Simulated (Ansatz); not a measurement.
Wavefunction ladder for C$_{2}$H$_{10}$Si$_{3}$, SMILES `[SiH3]C=C([SiH3])[SiH3]`

```xyz
15

Si   -0.9434   -1.8428    1.2827
C     0.0606   -1.0769   -0.1121
C     0.2660    0.2277   -0.3691
Si    1.3204    0.7016   -1.8412
Si   -0.4590    1.5916    0.6848
H    -0.3999   -1.4662    2.6140
H    -2.3704   -1.4325    1.2144
H    -0.8642   -3.3198    1.1357
H     0.5247   -1.8062   -0.7832
H     2.4972    1.5007   -1.4034
H     0.5403    1.5389   -2.7928
H     1.7821   -0.5357   -2.5254
H     0.6345    2.4286    1.2469
H    -1.2638    1.0247    1.7986
H    -1.3251    2.4662   -0.1500
```

Charge 0, multiplicity 1. All single points use the PBE0-D4/def2-TZVP geometry. Frozen core, restricted reference, Ansatz. CBS rows extrapolate triple and quadruple zeta; past MP2 they add the triple-zeta difference.

| basis | HF (Eh) | MP2 corr. | CCSD corr. | (T) | CCSD(T) total |
| --- | --- | --- | --- | --- | --- |
| def2-TZVPP | -948.38373 | ? | ? | ? | ? |
| def2-QZVPP | -948.41440 | -0.75435 | – | – | – |
| CBS(def2) | -948.41863 | -0.78969 | ? | as TZ | ? |

Problem. Fill in the withheld values. (Best estimate.)

Solution. Computed: def2-TZVPP MP2 corr.: -0.70664; def2-TZVPP CCSD corr.: -0.78352; def2-TZVPP (T): -0.03249; def2-TZVPP CCSD(T) total: -949.19974; CBS(def2) CCSD corr.: -0.86657; CBS(def2) CCSD(T) total: -949.31769.
